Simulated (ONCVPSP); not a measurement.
## Si: variants of one ONCV potential

Base potential:

| Quantity | Value |
| --- | --- |
| Element | Si (Z = 14) |
| Generator | ONCVPSP 4.0.1 |
| Type | optimised norm-conserving Vanderbilt (ONCV) |
| Functional | BLYP |
| Relativity | scalar-relativistic |
| Frozen core | [Ne] |
| Valence charge | 4 |
| Reference configuration | 3s2 3p1.5 (charge +0.5) |
| Partial waves | 3s: rc 1.30 bohr, ncon 3, nbas 7, qcut 5.1 1/bohr, 2 projectors, debl 1.4 Ha; 3p: rc 2.05 bohr, ncon 5, nbas 9, qcut 4.5 1/bohr, 3 projectors, debl 0.7 Ha |
| Local potential | polynomial inside 0.95 bohr (lpopt 2, dvloc0 2 Ha) |
| Core correction | none |

Cutoffs, loose and tight: the cutoffs (Ha) at which the residual kinetic energy of the hardest occupied pseudo-wave falls to 1 and 0.1 mHa per electron. They do not see the model core or the augmentation charge, which bear on the density cutoff. Test errors are all-electron minus pseudo excitation energies from the reference, over the configurations 3s2 3p2; 3s2 3p1; 3s2 3p0; 3s1 3p3. A dash means not determined; rows that change the core or the reference have their own tests.

A true bound ghost makes a file unfit for plane-wave use even where its test errors are small: the radial tests pick states by their node count and pass the ghost by.

```csv
change,outcome,"cutoff, loose","cutoff, tight",bound ghosts,GHOST(+) flags above zero,largest test error (meV)
base,generated,13 Ha,79 Ha,"s, p",p,+25
"p: ncon 3, nbas 7",generated,13 Ha,79 Ha,s,none,+23
s: debl 4.65,generated,13 Ha,79 Ha,"s, p",p,+24
"local potential polynomial inside 1.30 bohr (lpopt 5, dvloc0 6 Ha)",generated,13 Ha,79 Ha,"s, p",none,+25
p: nproj 2,generated,13 Ha,79 Ha,s,none,+25
s: rc 1.12,generated,123 Ha,144 Ha,"s, p",p,+35
s: qcut 4.9,generated,13 Ha,81 Ha,"s, p",p,+25
p: rc 1.94,generated,13 Ha,79 Ha,"s, p",p,+25
functional PBE,generated,13 Ha,78 Ha,"s, p",p,-3.7
```

Question: What comes out with this change to the base: s: qcut 5.8; p: qcut 5.1?

Answer: outcome: generated; cutoff, loose: 14 Ha; cutoff, tight: 58 Ha; bound ghosts: s, p; GHOST(+) flags above zero: p; largest test error (meV): +25.
